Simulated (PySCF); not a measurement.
C$_{3}$H$_{9}$SiTe (SMILES C[Si](C)(C)[Te]), doublet, at a GFN2-xTB geometry (all electrons, no relativity); M06/STO-3G run with PySCF.

Input for PySCF:
```python
from pyscf import gto, scf, dft

mol = gto.Mole()
mol.atom = '''
    C    -0.846379    1.446869   -1.948751
    Si   -0.393815   -0.202572   -1.110081
    C     0.961802   -1.067468   -2.131401
    C    -1.937952   -1.316879   -1.057162
    Te    0.428997    0.220669    1.209250
    H    -1.207469    1.288319   -2.960275
    H    -1.624126    1.965299   -1.396455
    H     0.014400    2.106231   -2.003461
    H     1.856931   -0.455871   -2.189580
    H     1.240130   -2.017546   -1.685781
    H     0.626831   -1.262337   -3.145563
    H    -2.314810   -1.515352   -2.055806
    H    -1.714710   -2.271695   -0.591135
    H    -2.736435   -0.850952   -0.487928
'''
mol.basis = 'sto-3g'
mol.charge = 0
mol.spin = 1
mol.verbose = 4
mol.build()

mf = dft.UKS(mol)
mf.xc = 'm06'
mf.grids.prune = dft.gen_grid.sg1_prune
mf.kernel()
mf.analyze()
```

What the program printed (banner, timings and long lists left out):

```
PySCF version 2.14.0

[INPUT] verbose = 4
[INPUT] num. atoms = 14
[INPUT] num. electrons = 93
[INPUT] charge = 0
[INPUT] spin (= nelec alpha-beta = 2S) = 1
[INPUT] symmetry False subgroup None
[INPUT] Mole.unit = angstrom
[INPUT] Symbol           X                Y                Z      unit          X                Y                Z       unit  Magmom
[INPUT]  1 C     -0.846379000000   1.446869000000  -1.948751000000 AA   -1.599424507583   2.734186148123  -3.682605674972 Bohr   0.0
[INPUT]  2 Si    -0.393815000000  -0.202572000000  -1.110081000000 AA   -0.744202493746  -0.382805600505  -2.097749066083 Bohr   0.0
[INPUT]  3 C      0.961802000000  -1.067468000000  -2.131401000000 AA    1.817542366059  -2.017222166737  -4.027764151624 Bohr   0.0
[INPUT]  4 C     -1.937952000000  -1.316879000000  -1.057162000000 AA   -3.662198522553  -2.488540649191  -1.997746649297 Bohr   0.0
[INPUT]  5 Te     0.428997000000   0.220669000000   1.209250000000 AA    0.810686838260   0.417003974182   2.285151316130 Bohr   0.0
[INPUT]  6 H     -1.207469000000   1.288319000000  -2.960275000000 AA   -2.281785713902   2.434570071074  -5.594109003397 Bohr   0.0
[INPUT]  7 H     -1.624126000000   1.965299000000  -1.396455000000 AA   -3.069153331785   3.713876862882  -2.638917495280 Bohr   0.0
[INPUT]  8 H      0.014400000000   2.106231000000  -2.003461000000 AA    0.027212056194   3.980199745069  -3.785992591247 Bohr   0.0
[INPUT]  9 H      1.856931000000  -0.455871000000  -2.189580000000 AA    3.509091022215  -0.861471338132  -4.137706527825 Bohr   0.0
[INPUT] 10 H      1.240130000000  -2.017546000000  -1.685781000000 AA    2.343506058857  -3.812609383712  -3.185664395995 Bohr   0.0
[INPUT] 11 H      0.626831000000  -1.262337000000  -3.145563000000 AA    1.184538916387  -2.385471206905  -5.944252577565 Bohr   0.0
[INPUT] 12 H     -2.314810000000  -1.515352000000  -2.055806000000 AA   -4.374356930404  -2.863600262312  -3.884910305238 Bohr   0.0
[INPUT] 13 H     -1.714710000000  -2.271695000000  -0.591135000000 AA   -3.240332283053  -4.292881388544  -1.117083252645 Bohr   0.0
[INPUT] 14 H     -2.736435000000  -0.850952000000  -0.487928000000 AA   -5.171112707674  -1.608066225151  -0.922050288507 Bohr   0.0

nuclear repulsion = 517.001721102112
number of shells = 34
number of NR pGTOs = 180
number of NR cGTOs = 60
basis = sto-3g
ecp = {}

******** <class 'pyscf.dft.uks.UKS'> ********
method = UKS
initial guess = minao
damping factor = 0
level_shift factor = 0
DIIS = <class 'pyscf.scf.diis.CDIIS'>
diis_start_cycle = 1
diis_space = 8
diis_damp = 0
SCF conv_tol = 1e-09
SCF conv_tol_grad = None
SCF max_cycles = 50
direct_scf = True
direct_scf_tol = 1e-13
number electrons alpha = 47  beta = 46
XC library pyscf.dft.libxc version 7.1.2
    S. Lehtola, C. Steigemann, M. J. T. Oliveira, and M. A. L. Marques,  SoftwareX 7, 1–5 (2018)
XC functionals = m06
    Y. Zhao and D. G. Truhlar,  Theor. Chem. Acc. 120, 215 (2008)
    Y. Zhao and D. G. Truhlar,  Theor. Chem. Acc. 120, 215 (2008)
radial grids:
    Treutler-Ahlrichs [JCP 102, 346 (1995); DOI:10.1063/1.469408] (M4) radial grids

becke partition: Becke, JCP 88, 2547 (1988); DOI:10.1063/1.454033
pruning grids: <function sg1_prune>
grids dens level: 3
symmetrized grids: False
atomic radii adjust function: <function treutler_atomic_radii_adjust>
small_rho_cutoff = 0
Set gradient conv threshold to 3.16228e-05
Traceback (most recent call last):
  File "input.py", line 29, in <module>
  File "<string>", line 2, in kernel
  File "site-packages/pyscf/scf/hf.py", line 2099, in scf
  File "site-packages/pyscf/scf/hf.py", line 132, in kernel
  File "site-packages/pyscf/dft/uks.py", line 42, in get_veff
  File "site-packages/pyscf/dft/uks.py", line 192, in initialize_grids
  File "site-packages/pyscf/dft/rks.py", line 506, in initialize_grids
  File "site-packages/pyscf/dft/gen_grid.py", line 653, in build
  File "<string>", line 6, in gen_atomic_grids
  File "site-packages/pyscf/dft/gen_grid.py", line 318, in gen_atomic_grids
  File "site-packages/pyscf/dft/gen_grid.py", line 81, in sg1_prune
IndexError: index 52 is out of bounds for axis 0 with size 19
```

The program refused the input.
